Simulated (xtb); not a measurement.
Si(OH)(NH2)3 (H7N3OSi), SMILES N[Si](N)(N)O. All values are semi-empirical tight-binding results from xtb (GFN2-xTB unless named), good for trends rather than for accurate numbers. Coordinates come from a GFN2-xTB optimisation. Other conformers were not sampled.

Optimised geometry:

Bonds (Å): N1–Si2 1.729, N1–H6 1.007, N1–H7 1.006, Si2–N3 1.738, Si2–N4 1.730, Si2–O5 1.635, N3–H8 1.007, N3–H9 1.007, N4–H10 1.007, N4–H11 1.007, O5–H12 0.952. Bond angles (°): Si2–N1–H6 117.2, Si2–N1–H7 116.4, H6–N1–H7 109.1, N1–Si2–N3 112.1, N1–Si2–N4 104.5, N1–Si2–O5 110.1, N3–Si2–N4 113.0, N3–Si2–O5 106.5, N4–Si2–O5 110.8, Si2–N3–H8 117.0, Si2–N3–H9 117.0, H8–N3–H9 108.8, Si2–N4–H10 115.7, Si2–N4–H11 116.2, H10–N4–H11 108.7, Si2–O5–H12 118.9.
Charge 0, spin multiplicity 1.

The orbital gap is 8.12 eV and the dipole moment is 1.26 D. The zero-point energy comes out as 57.1 kcal/mol and the G − E(el) at 298.15 K (modified RRHO) is 37.2 kcal/mol. The static polarisability (D4 model) is 67.4 bohr³. The solvation energy, GFN2-xTB/ALPB(water) is -9.9 kcal/mol and the solvation energy, GFN2-xTB/ALPB(dmf) comes out as -10.9 kcal/mol.

Computed atomic charges and the Wiberg bond orders between heavy atoms:
charges (e) N1 -0.42, Si2 0.59, N3 -0.43, N4 -0.42, O5 -0.49, H6 0.14, H7 0.15, H8 0.14, H9 0.15, H10 0.15, H11 0.14, H12 0.30. Bond orders N1–Si2 1.05, Si2–N3 1.05, Si2–N4 1.05, Si2–O5 1.11.
